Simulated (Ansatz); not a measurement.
Cost and result for the atomization energy of C3H8GeO (`C[CH2][Ge][O]C`) (13 atoms, 12 bonds).

Z-matrix (Å, degrees):
```
C
C 1 1.519
H 1 1.091 2 111.3
H 1 1.091 2 111.4 3 118.7
H 1 1.094 2 111.6 3 -120.7
Ge 2 1.993 1 118.5 3 -59.4
H 2 1.100 1 111.3 3 62.6
H 2 1.100 1 111.4 3 178.5
O 6 1.790 2 96.0 1 0.0
C 9 1.406 6 121.7 2 -179.9
H 10 1.095 9 109.7 6 120.7
H 10 1.098 9 112.6 6 -0.0
H 10 1.095 9 109.7 6 -120.7
```

Total charge 0; spin multiplicity 1. Correlated methods include outer-core shells of Ge, which these sets cover unevenly. Scalar relativity is left out up to krypton. The geometry is a stationary point of PBE0-D4/def2-TZVP. It is one conformer, not always the lowest. Program: Ansatz. All runs use 2 threads of an AMD EPYC 7R13 on a shared host and a share of an NVIDIA H100 80 GB. Times are those of one run each, without the atoms' runs, and a repeat can differ threefold. Electronic energies, without spin–orbit coupling; frozen cores. CCSD(T)/CBS adds CCSD(T) − MP2 in def2-TZVPP to the MP2 limit, and its time is that of the two runs behind it. T1 = 0.014. With those shells the extrapolation isn't a true limit. HSE06 is the plane-wave form, built on full-range PBE exchange.

CCSD(T)/CBS is a level of theory with its own doubt, some kJ/mol a heavy atom from the limit and from the frozen cores, so smaller differences don't rank the functionals.

```tsv
level	functions	wall time	atomization (kcal/mol)	difference from CCSD(T)/CBS	per bond
LDA (SPW92)/def2-TZVPP	284	7 s	1326.5	163.7	13.6
PBE-D4/def2-TZVPP (with forces)	284	7.5 s	1182.9	20.1	1.7
PBE0-D4/def2-TZVPP	284	7.5 s	1162.0	-0.8	-0.1
CCSD(T)/def2-SVP	128	7.5 s	1104.8	-58.0	-4.8
CAM-B3LYP-D4/def2-TZVPP	284	7.5 s	1165.4	2.6	0.2
BLYP-D4/def2-TZVPP	284	8.5 s	1160.6	-2.2	-0.2
HSE06-D4/def2-TZVPP	284	8.5 s	1162.7	-0.1	0.0
PBE-QIDH/def2-TZVPP	284	9.5 s	1152.8	-10.0	-0.8
B97M-V/def2-TZVPP	284	10 s	1162.5	-0.3	0.0
ωB97X-V/def2-TZVPP	284	12 s	1162.5	-0.3	0.0
CCSD(T)/def2-TZVPP	284	13 s	1135.1	-27.7	-2.3
MP2/def2-QZVPP	557	13 s	1164.0	1.2	0.1
CCSD(T)/CBS(def2)	–	25 s	1162.8	0.0	0.0
```

In def2-TZVPP, CCSD(T) changes the Hartree–Fock value by +289.0 kcal/mol (the triples alone add +16.5 kcal/mol) and MP2 by +301.7 kcal/mol; breaking electron pairs costs correlation energy, which Hartree–Fock lacks. From BLYP to BHLYP (50 % exact exchange), in def2-TZVPP and without D4, the atomization energy moves by −26.4 kcal/mol: exact exchange takes away binding that semilocal exchange gives to molecules. Leaving LDA and LC-ωPBE aside and taking each functional with its dispersion term where it has one, the values, not all of them listed here, spread over 54.7 kcal/mol, from BHLYP-D4 to PBE-D4. LDA lies +149.7 kcal/mol from PBE without D4, its usual overbinding.
